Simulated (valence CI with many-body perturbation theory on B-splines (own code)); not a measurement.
**Hf⁵⁸⁺: calculated level list**

Level of theory: configuration interaction combined with many-body perturbation theory (CI+MBPT): four valence electrons over a frozen Dirac-Fock core [Ne], a basis of 11 s, 11 p, 9 d, 7 f, 5 g, 2 h, 1 i functions for each j, with the one-electron correlation potential Σ1, the two-electron term Σ2, the three-electron term Σ3, Breit, model QED; selected CI, second order for the rest (own B-spline code, finite nucleus).

No measured spectrum was set against this ion. As an estimate, large intervals hold to a few tenths of a per cent, small ones and those within an open d or f shell to about a per cent.

Levels 46 to 66 of 66, with energies above the lowest level, (3s^2 3p1/2^2) J=0. "Leading %" is the weight of the configuration and term that name the level; weights of strongly mixed levels are sums over their largest components and can fall short. In the jj column 3d3/2^4 stands for four electrons in 3d with j = 3/2. Lifetimes count E1, E2, E3, M1 and M2 decay at the calculated energies, and are blank where another channel may lead or the interval is too uncertain; long ones can be off by a factor of two.

```csv
No.,Configuration,Term,J,E (eV),Leading %,Lifetime,g,Leading jj
46,3s3p²3d,³P,0,1047.7,57,338 fs,,3s 3p1/2 3p3/2 3d3/2 (59 %)
47,3s3p²3d,³P,2,1057.1,34,2.00 ps,1.335,3s 3p1/2 3p3/2 3d5/2 (95 %)
48,3s3p²3d,³G,5,1058.5,58,51.0 ps,1.270,3s 3p1/2 3p3/2 3d5/2 (99 %)
49,3s3p²3d,³F,3,1066.8,44,2.42 ps,1.260,3s 3p1/2 3p3/2 3d5/2 (94 %)
50,3s3p²3d,³D,3,1076.8,62,1.80 ps,1.296,3s 3p1/2 3p3/2 3d5/2 (95 %)
51,3s3p²3d,³P,1,1077.3,42,1.52 ps,1.167,3s 3p1/2 3p3/2 3d5/2 (87 %)
52,3s3p²3d,³F,4,1079.9,40,3.60 ps,1.167,3s 3p1/2 3p3/2 3d5/2 (91 %)
53,3s3p²3d,¹D,2,1081.0,21,985 fs,1.092,3s 3p1/2 3p3/2 3d5/2 (78 %)
54,3s3p²3d,³D,3,1091.3,37,663 fs,1.193,3s 3p1/2 3p3/2 3d5/2 (91 %)
55,3s²3d²,³F,2,1093.9,47,197 fs,0.856,3s^2 3d3/2^2 (57 %)
56,3s3p²3d,³F,4,1094.0,46,950 fs,1.143,3s 3p1/2 3p3/2 3d5/2 (90 %)
57,3s3p²3d,³D,1,1096.6,40,1.36 ps,0.904,3s 3p1/2 3p3/2 3d5/2 (92 %)
58,3s3p²3d,³P,1,1108.3,30,1.24 ps,1.353,3s 3p1/2 3p3/2 3d5/2 (90 %)
59,3s3p³,³P°,2,1109.1,50,573 fs,1.434,3s 3p3/2^3 (97 %)
60,3s3p²3d,¹F,3,1109.8,38,648 fs,1.081,3s 3p1/2 3p3/2 3d5/2 (87 %)
61,3s3p²3d,³P,0,1110.3,46,627 fs,,3s 3p1/2 3p3/2 3d5/2 (68 %)
62,3s3p²3d,³D,2,1110.9,21,918 fs,1.169,3s 3p1/2 3p3/2 3d5/2 (81 %)
63,3s²3d²,³P,0,1117.7,44,179 fs,,3s^2 3d3/2^2 (51 %)
64,3s3p²3d,³D,2,1118.3,32,394 fs,1.172,3s 3p1/2 3p3/2 3d5/2 (93 %)
65,3s3p³,¹P°,1,1141.6,37,252 fs,1.188,3s 3p3/2^3 (97 %)
66,3s²3d²,³F,3,1153.2,80,312 fs,1.082,3s^2 3d3/2 3d5/2 (80 %)
```
